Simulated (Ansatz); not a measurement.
System: C3H3F4, net charge 0, doublet state. It need not be the lowest isomer of its formula. 
Structure (B3LYP-D3(BJ)/def2-TZVP (Ansatz, an electronic-structure program) minimum search):
```
C
H 1 1.0922
H 1 1.0990 2 107.21
C 1 1.4826 2 110.12 3 -122.08
F 4 1.3456 1 114.54 2 46.67
H 4 1.0816 5 113.83 1 -151.41
C 1 1.5129 2 107.87 3 114.89
F 7 1.3450 1 112.29 2 58.79
F 7 1.3469 8 107.38 1 122.09
F 7 1.3508 8 107.20 9 114.96
```
Charge 0, spin multiplicity 2.

Wanted: atomisation energy (electronic, to ground-state atoms), in kJ/mol. Correlated levels leave the core frozen unless marked. Open shells are spin-unrestricted. Spin-orbit coupling is left out. Non-relativistic. The coupled-cluster limit lacks core correlation, which all-electron functionals hold. Basis-set limits of correlation are two-point, X^-3; Hartree-Fock from the larger set.

| level | program | atomisation energy (kJ/mol) |
|---|---|---|
| BHLYP/def2-TZVPD | Ansatz | ___ |
| CAM-B3LYP-D4/def2-TZVPD | Ansatz + dftd4 | 4020.7 |
| CAM-B3LYP/def2-TZVPD | Ansatz | 4006.9 |
| LC-wPBE/def2-TZVPD | Ansatz | ___ |
| B2PLYP/def2-TZVPD | Ansatz | 3938.6 |
| PBE-QIDH/def2-TZVPD | Ansatz | 3972.5 |
| CCSD/STO-3G | Ansatz | 3493.5 |
| CCSD(T)/CBS(cc-pVTZ,cc-pVQZ) | Ansatz | ___ |

Question: Fill in the missing entries.

Answer: 
- BHLYP/def2-TZVPD, atomisation energy (kJ/mol): 3768.2
- LC-wPBE/def2-TZVPD, atomisation energy (kJ/mol): 4036.9
- CCSD(T)/CBS(cc-pVTZ,cc-pVQZ), atomisation energy (kJ/mol): 3979.5
